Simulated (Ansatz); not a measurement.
The lowest singlet and triplet of C2H4 (SMILES C=C); geometries from B3LYP-D3(BJ)/def2-TZVP, each state relaxed from the structure named, with no frequency check.
Singlet (charge 0, multiplicity 1):
```xyz
6

C     -0.66203    -0.00498    -0.01849
C      0.66203     0.00498     0.01849
H     -1.23919     0.91177    -0.00780
H     -1.22385    -0.93029    -0.06098
H      1.23919    -0.91177     0.00780
H      1.22385     0.93029     0.06098
```
Triplet (charge 0, multiplicity 3):
```xyz
6

C     -0.721    -0.005    -0.020
C      0.721     0.005     0.020
H     -1.280     0.662    -0.670
H     -1.306    -0.681     0.597
H      1.317    -0.624    -0.635
H      1.270     0.643     0.707
```

A positive gap puts the triplet lower; no zero-point energy. R- takes a restricted singlet. U- takes an unrestricted singlet (broken symmetry where lower, unprojected). The triplet is unrestricted in single-reference levels. Active spaces average the two states.

Cores are frozen in the correlated methods.

The values were computed with Ansatz (an electronic-structure program) with Gaussian orbitals. 

| level | gap E(singlet) − E(triplet), adiabatic (kcal/mol) |
|---|---|
| U-HF/cc-pVDZ | -43.09 |
| R-B3LYP/def2-TZVPP | -64.48 |
| U-PBE0/def2-TZVPP | ? |
| U-wB97M-V/def2-TZVPP | -67.49 |
| R-B2PLYP/def2-TZVPP | -66.23 |
| R-CCSD(T)/cc-pVDZ | -65.91 |
| U-CCSD(T)/cc-pVDZ | -65.91 |
| R-CCSDT(Q)/cc-pVDZ | -66.00 |
| FIC-MRCISD+Q on SA-CASSCF(2,2)/cc-pVTZ | -66.99 |

**Question.** Fill in the missing entries.

**Answer.** 
- U-PBE0/def2-TZVPP, gap E(singlet) − E(triplet), adiabatic (kcal/mol): -61.45
